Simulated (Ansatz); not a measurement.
A nudged elastic band was laid between two geometries of BCl2H + FH (6 atoms, charge 0, multiplicity 1).

These are results of Ansatz, RKS PBE/6-31G*, not measurements.

* movable images: 7
* climbing image: yes
* spring: 5.0 eV/Å²
* optimiser: quadratic models (default)
* start path: through a guess of the saddle point
* force threshold: 0.05 eV/Å
* iteration limit: 60
* end points: relaxed

Initial state:

```xyz
6
Properties=species:S:1:pos:R:3
B -0.234 -0.163 -0.646
H 0.380 0.840 -0.888
Cl 0.543 -1.720 -0.923
Cl -1.980 -0.058 -0.428
H 0.890 0.947 1.355
F 0.402 0.154 1.530
```

Final state:

```xyz
6
Properties=species:S:1:pos:R:3
B -0.656 -0.973 -0.069
H 1.555 2.318 0.130
Cl 0.240 -2.157 -1.005
Cl -2.286 -0.495 -0.509
H 1.230 1.727 0.459
F -0.084 -0.421 0.995
```

Problem. What changes between the two ends?

Solution. Bonds broken: B1–H2, H5–F6. Bonds formed: B1–F6, H2–H5. BCl2H + FH becomes BCl2F + H2.

Problem. Give the energies along the band, and the barrier.

Solution. It converged. The highest image is number 2 of 0 to 8, 0.52 eV above the first end and 1.99 eV above the last; the last end lies 1.46 eV below the first. Beside the main top the profile has a ripple of under 15 meV (maxima at images 2, 7), which may be a very shallow well or noise. A vibrational analysis at the climbing image gives one clearly imaginary mode, 994i cm⁻¹: a first-order saddle point. The orbitals stay closed-shell, which can raise the energy where a bond breaks towards radicals; this wasn't checked here.

```json
{"image": "0", "path coordinate (Å)": "0.00", "energy (eV)": "0.00", "B1–H2 (Å)": "1.20", "H5–F6 (Å)": "0.95", "B1–F6 (Å)": "2.29"}
{"image": "1", "path coordinate (Å)": "0.55", "energy (eV)": "0.11", "B1–H2 (Å)": "1.22", "H5–F6 (Å)": "0.96", "B1–F6 (Å)": "2.03"}
{"image": "2", "path coordinate (Å)": "1.10", "energy (eV)": "0.52", "B1–H2 (Å)": "1.31", "H5–F6 (Å)": "1.16", "B1–F6 (Å)": "1.64"}
{"image": "3", "path coordinate (Å)": "1.71", "energy (eV)": "-0.66", "B1–H2 (Å)": "1.76", "H5–F6 (Å)": "1.75", "B1–F6 (Å)": "1.37"}
{"image": "4", "path coordinate (Å)": "2.32", "energy (eV)": "-1.31", "B1–H2 (Å)": "2.37", "H5–F6 (Å)": "2.27", "B1–F6 (Å)": "1.33"}
{"image": "5", "path coordinate (Å)": "2.92", "energy (eV)": "-1.44", "B1–H2 (Å)": "2.93", "H5–F6 (Å)": "2.72", "B1–F6 (Å)": "1.33"}
{"image": "6", "path coordinate (Å)": "3.53", "energy (eV)": "-1.45", "B1–H2 (Å)": "3.43", "H5–F6 (Å)": "2.70", "B1–F6 (Å)": "1.33"}
{"image": "7", "path coordinate (Å)": "4.13", "energy (eV)": "-1.44", "B1–H2 (Å)": "3.82", "H5–F6 (Å)": "2.79", "B1–F6 (Å)": "1.33"}
{"image": "8", "path coordinate (Å)": "4.73", "energy (eV)": "-1.46", "B1–H2 (Å)": "3.97", "H5–F6 (Å)": "2.57", "B1–F6 (Å)": "1.33"}
```

Problem. What is the geometry of the highest image?

Solution. 
```xyz
6
Properties=species:S:1:pos:R:3
B -0.158 -0.183 -0.190
H 0.499 0.908 -0.508
Cl 0.640 -1.617 -0.870
Cl -1.908 0.062 -0.371
H 0.638 0.799 0.570
F 0.289 0.032 1.369
```

Time of the run: 17 min on 1 thread of Arm Neoverse N1, on a shared host, peak memory 0.12 GiB.
